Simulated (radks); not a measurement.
Values are calculated unless marked as measured or tabulated.
Valence configurations of the bromine ion Br2+ (all share [Ar]). Level of theory: scalar-relativistic Kohn-Sham, PBE, spin-polarised, spherical densities, finite nucleus; open shells are filled with parallel spins first; Fermi nuclear charge, rms radius 4.1629 fm (a radial shooting solver on a logarithmic mesh with Libxc functionals). Energies are relative to 3d10 4s2 4p3; eigenvalues in eV for spin up.

| valence | E (eV) | moment (Bohr magnetons) | e(3d) | e(4p) | e(4s) |
|---|---|---|---|---|---|
| 3d10 4s2 4p3 | 0.000 | 3 | -90.737 | -29.436 | -43.059 |
| 3d9 4s2 4p4 | 68.812 | 3 | -104.91 | -31.471 | -45.967 |
| 3d10 4s1 4p4 | 13.663 | 3 | -92.337 | -30.147 | -43.966 |
| 3d10 4s1.5 4p3.5 | 6.825 | 3 | -91.539 | -29.793 | -43.514 |
| 3d9.5 4s2 4p3.5 | 33.216 | 3 | -97.768 | -30.467 | -44.533 |
| 3d9.5 4s1 4p4.5 | 47.255 | 3 | -99.321 | -31.156 | -45.408 |
| 3d9 4p6 | 99.089 | 1 | -107.74 | -31.888 | - |
| 3d8.5 4s2 4p4.5 | 106.85 | 3 | -112.16 | -32.453 | -47.366 |
| 3d10 4p5 | 29.625 | 1 | -93.870 | -30.047 | - |
| 3d8 4s2 4p5 | 147.40 | 3 | -119.52 | -33.419 | -48.736 |

NIST lists [Ar] 3d10 4s2 4p3 as the ground configuration; this level of theory agrees among the configurations tried. The energies are those of spherical high-spin densities, not of single terms.
